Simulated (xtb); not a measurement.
C$_{4}$H$_{12}$Sn (SMILES [CH3][Sn]([CH3])([CH3])[CH3]), singlet, at a GFN2-xTB geometry (such geometries of metal compounds can be far from the true shape); GFN1-xTB in xtb 6.7.1.

Input for xtb:
```
$ xtb mol.xyz --gfn 1 --grad --json

# file mol.xyz
17

C     -0.32734664    -1.51883391    -1.54944519
Sn    -0.00000000    -0.00000000     0.00000000
C     -0.05342988     1.99613663    -0.90960238
C     -1.57557007    -0.15380819     1.51944552
C      1.95634658    -0.32349453     0.93960205
H     -1.29048020    -1.37405102    -2.02483684
H     -0.30413761    -2.51246171    -1.11729855
H      0.44288661    -1.45732837    -2.30940794
H      0.10673102     2.75991054    -0.15754954
H     -1.01404233     2.17327110    -1.37910495
H      0.71932449     2.08999374    -1.66367605
H     -2.55019221     0.00353832     1.07229975
H     -1.56384962    -1.13487237     1.97983804
H     -1.42941886     0.59017776     2.29385516
H      2.00057458    -1.30612049     1.39465773
H      2.74759880    -0.25098716     0.20254834
H      2.13500534     0.41892964     1.70867485
```

Output, abridged:

```
   ID    Z sym.   atoms
    1    6 C      1, 3-5
    2   50 Sn     2
    3    1 H      6-17

           -------------------------------------------------
          |                Calculation Setup                |
           -------------------------------------------------

           -------------------------------------------------
          |                 G F N 1 - x T B                 |
           -------------------------------------------------

          ...................................................
          :                      SETUP                      :
          :.................................................:
          :  # basis functions                  50          :
          :  # atomic orbitals                  49          :
          :  # shells                           35          :
          :  # electrons                        32          :
          :  # halogen bonds                     0          :
          :  max. iterations                   250          :
          :  Hamiltonian                  GFN1-xTB          :
          :  restarted?                      false          :
          :  GBSA solvation                  false          :
          :  PC potential                    false          :
          :  electronic temp.          300.0000000     K    :
          :  accuracy                    1.0000000          :
          :  -> integral cutoff          0.2500000E+02      :
          :  -> integral neglect         0.1000000E-07      :
          :  -> SCF convergence          0.1000000E-05 Eh   :
          :  -> wf. convergence          0.2000000E-04 e    :
          :  Broyden damping             0.4000000          :
          :  net charge                          0          :
          :  unpaired electrons                  0          :
          ...................................................

 iter      E             dE          RMSdq      gap      omega  full diag
   1    -17.5906855 -0.175907E+02  0.718E+00    5.41       0.0  T
   2    -17.5990871 -0.840166E-02  0.436E+00    5.35       1.0  T
   3    -17.5999820 -0.894895E-03  0.444E-01    5.33       1.0  T
   4    -17.6005257 -0.543664E-03  0.289E-02    5.35       1.0  T
   5    -17.6005381 -0.124604E-04  0.125E-02    5.34       1.9  T
   6    -17.6005386 -0.481168E-06  0.633E-04    5.34      38.3  T
   7    -17.6005386  0.617217E-09  0.415E-04    5.34      58.5  T
   8    -17.6005386 -0.619231E-09  0.439E-07    5.34   55200.7  T
   9    -17.6005386 -0.355271E-14  0.130E-07    5.34  100000.0  T

   *** convergence criteria satisfied after 9 iterations ***

         :::::::::::::::::::::::::::::::::::::::::::::::::::::
         ::                     SUMMARY                     ::
         :::::::::::::::::::::::::::::::::::::::::::::::::::::
         :: total energy             -17.381918910580 Eh    ::
         :: gradient norm              0.003092581177 Eh/a0 ::
         :: HOMO-LUMO gap              5.343105962024 eV    ::
         ::.................................................::
         :: SCC energy               -17.600538616988 Eh    ::
         :: -> electrostatic           0.003364397567 Eh    ::
         :: repulsion energy           0.224475370933 Eh    ::
         :: dispersion energy         -0.005855664525 Eh    ::
         :: halogen bond corr.         0.000000000000 Eh    ::
         :: add. restraining           0.000000000000 Eh    ::
         :: total charge               0.000000000000 e     ::
         :::::::::::::::::::::::::::::::::::::::::::::::::::::

           -------------------------------------------------
          |                Property Printout                |
           -------------------------------------------------

    * Orbital Energies and Occupations

         #    Occupation            Energy/Eh            Energy/eV
      -------------------------------------------------------------
         1        2.0000           -0.9464381             -25.7539
[...]
        22                         -0.1027009              -2.7946
        23                         -0.1027009              -2.7946
        24                         -0.0863747              -2.3504
        25                         -0.0863747              -2.3504
        26                         -0.0621966              -1.6925
        27                         -0.0476059              -1.2954
       ...                                ...                  ...
        49                          0.6449593              17.5502
      -------------------------------------------------------------
                  HL-Gap            0.1963555 Eh            5.3431 eV
             Fermi-level           -0.3346989 Eh           -9.1076 eV

  Mulliken/CM5 charges         n(s)   n(p)   n(d)
     1C    -0.16518 -0.31590   1.028  3.138  0.000
     2Sn    0.23781  0.21635   1.924  1.794  0.045
     3C    -0.16518 -0.31590   1.028  3.138  0.000
     4C    -0.16518 -0.31590   1.028  3.138  0.000
     5C    -0.16518 -0.31590   1.028  3.138  0.000
     6H     0.03524  0.08727   0.965  0.000  0.000
     7H     0.03524  0.08727   0.965  0.000  0.000
     8H     0.03524  0.08727   0.965  0.000  0.000
     9H     0.03524  0.08727   0.965  0.000  0.000
    10H     0.03524  0.08727   0.965  0.000  0.000
    11H     0.03524  0.08727   0.965  0.000  0.000
    12H     0.03524  0.08727   0.965  0.000  0.000
    13H     0.03524  0.08727   0.965  0.000  0.000
    14H     0.03524  0.08727   0.965  0.000  0.000
    15H     0.03524  0.08727   0.965  0.000  0.000
    16H     0.03524  0.08727   0.965  0.000  0.000
    17H     0.03524  0.08727   0.965  0.000  0.000

Wiberg/Mayer (AO) data.
largest (>0.10) Wiberg bond orders for each atom

 ---------------------------------------------------------------------------
     #   Z sym  total        # sym  WBO       # sym  WBO       # sym  WBO
 ---------------------------------------------------------------------------
     1   6 C    3.990 --     6 H    0.990     8 H    0.990     7 H    0.990
                             2 Sn   0.673     3 C    0.111     4 C    0.111
                             5 C    0.111
     2  50 Sn   2.709 --     1 C    0.673     5 C    0.673     4 C    0.673
                             3 C    0.673
     3   6 C    3.990 --    10 H    0.990     9 H    0.990    11 H    0.990
                             2 Sn   0.673     1 C    0.111     4 C    0.111
                             5 C    0.111
     4   6 C    3.990 --    14 H    0.990    13 H    0.990    12 H    0.990
                             2 Sn   0.673     5 C    0.111     3 C    0.111
                             1 C    0.111
     5   6 C    3.990 --    16 H    0.990    15 H    0.990    17 H    0.990
                             2 Sn   0.673     4 C    0.111     3 C    0.111
                             1 C    0.111
     6   1 H    0.999 --     1 C    0.990
     7   1 H    0.999 --     1 C    0.990
     8   1 H    0.999 --     1 C    0.990
     9   1 H    0.999 --     3 C    0.990
    10   1 H    0.999 --     3 C    0.990
    11   1 H    0.999 --     3 C    0.990
    12   1 H    0.999 --     4 C    0.990
    13   1 H    0.999 --     4 C    0.990
    14   1 H    0.999 --     4 C    0.990
    15   1 H    0.999 --     5 C    0.990
    16   1 H    0.999 --     5 C    0.990
    17   1 H    0.999 --     5 C    0.990
 ---------------------------------------------------------------------------

Topologies differ in total number of bonds
Writing topology from bond orders to xtbtopo.mol

 dipole moment from electron density (au)
     X       Y       Z
   0.0000  -0.0000  -0.0000  total (Debye):    0.000

           -------------------------------------------------
          | TOTAL ENERGY              -17.381918910580 Eh   |
          | GRADIENT NORM               0.003092581177 Eh/α |
          | HOMO-LUMO GAP               5.343105962024 eV   |
           -------------------------------------------------

normal termination of xtb
```
